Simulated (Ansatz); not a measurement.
CH$_{4}$ClSSi, SMILES `C[SiH]([S])Cl` radical, charge 0, multiplicity 2.

Question: Give a relaxed structure at PBE0-D4/def2-TZVP (Ansatz 0.2.0). (An estimate is asked.)

Answer: Ansatz gave: 
Z-matrix (Å, degrees):
```
C
Si 1 1.859
H 1 1.092 2 109.3
H 1 1.092 2 110.3 3 120.2
H 1 1.092 2 110.6 3 -119.3
S 2 2.113 1 109.8 3 179.4
Cl 2 2.061 1 108.4 3 55.4
H 2 1.484 1 113.5 3 -62.7
```
